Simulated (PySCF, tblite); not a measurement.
Isomers of C5H11F3NP, one GFN2-xTB conformer each. Single-point energies are computed at PBE0/pcSseg-1 (PySCF, gas phase, no added dispersion term), electronic only.

```json
{"SMILES": "CP(C)(=N)CCC(F)(F)F", "GFN2-xTB relative energy (kJ/mol)": "13.4"}
{"SMILES": "CNP(C(C)C)C(F)(F)F", "GFN2-xTB relative energy (kJ/mol)": "0.0"}
{"SMILES": "CN(C)CP(C)C(F)(F)F", "GFN2-xTB relative energy (kJ/mol)": "41.1"}
{"SMILES": "CCC[P@@](C)(=N)C(F)(F)F", "GFN2-xTB relative energy (kJ/mol)": "32.6"}
```

Conformers: `[CH3:1][P:2]([CH3:3])(=[NH:4])[CH2:5][CH2:6][C:7]([F:8])([F:9])[F:10]` with C1–P2–C5–C6 110°, P2–C5–C6–C7 -78°; `[CH3:1][NH:2][P:3]([CH:4]([CH3:5])[CH3:6])[C:7]([F:8])([F:9])[F:10]` with C1–N2–P3–C4 -169°, N2–P3–C4–C5 69°; `[CH3:1][N:2]([CH3:3])[CH2:4][P:5]([CH3:6])[C:7]([F:8])([F:9])[F:10]` with C1–N2–C4–P5 70°, N2–C4–P5–C6 64°; `[CH3:1][CH2:2][CH2:3][P@@:4]([CH3:5])(=[NH:6])[C:7]([F:8])([F:9])[F:10]` with C1–C2–C3–P4 172°, C2–C3–P4–C5 178°.

**Question.** What does PBE0/pcSseg-1 give for the same structures?

**Answer.** 
| SMILES | PBE0/pcSseg-1 E (Eh) | PBE0/pcSseg-1 (kJ/mol) | GFN2-xTB (kJ/mol) | point group |
| --- | --- | --- | --- | --- |
| CP(C)(=N)CCC(F)(F)F | -892.02462 | 0.0 | 13.4 | C1 |
| CNP(C(C)C)C(F)(F)F | -892.02004 | 12.0 | 0.0 | C1 |
| CCC[P@@](C)(=N)C(F)(F)F | -892.00677 | 46.9 | 32.6 | C1 |
| CN(C)CP(C)C(F)(F)F | -891.99891 | 67.5 | 41.1 | C1 |

GFN2-xTB puts CNP(C(C)C)C(F)(F)F lowest instead; measured from each level's own lowest isomer, the values differ by up to 26.4 kJ/mol (CN(C)CP(C)C(F)(F)F: 41.1 against 67.5). As drawn, the lowest has an N–H bond, which the highest lacks.

**Question.** Which frontier levels, dipoles and rotational constants go with these structures?

**Answer.** 
```csv
SMILES,"HOMO (eV, PBE0/pcSseg-1)",LUMO (eV),dipole (D),"A, B, C (MHz)"
CP(C)(=N)CCC(F)(F)F,-6.41,0.93,3.24,"2126, 665.7, 659.4"
CNP(C(C)C)C(F)(F)F,-7.18,0.50,2.21,"1272, 1064, 683.7"
CCC[P@@](C)(=N)C(F)(F)F,-6.92,1.03,2.91,"1481, 822.1, 703.0"
CN(C)CP(C)C(F)(F)F,-6.57,0.36,2.89,"2049, 632.4, 605.6"
```

**Question.** What happens when harmonic zero-point energies from GFN2-xTB frequencies are added?

**Answer.** 
```tsv
SMILES	ZPE (kJ/mol)	electronic (kJ/mol)	with ZPE (kJ/mol)
CP(C)(=N)CCC(F)(F)F	411.3	0.0	0.0
CNP(C(C)C)C(F)(F)F	419.4	12.0	20.1
CCC[P@@](C)(=N)C(F)(F)F	413.2	46.9	48.8
CN(C)CP(C)C(F)(F)F	416.2	67.5	72.5
```

The zero-point energies span 8.1 kJ/mol. The order is unchanged.

**Question.** As an exercise, what shares would exp(−E/RT) give at 298.15 K from these electronic energies alone (no entropy, no degeneracies)?

**Answer.** RT = 2.479 kJ/mol: CP(C)(=N)CCC(F)(F)F 99.2 %, CNP(C(C)C)C(F)(F)F 0.8 %, CCC[P@@](C)(=N)C(F)(F)F under 0.1 %, CN(C)CP(C)C(F)(F)F under 0.1 %.
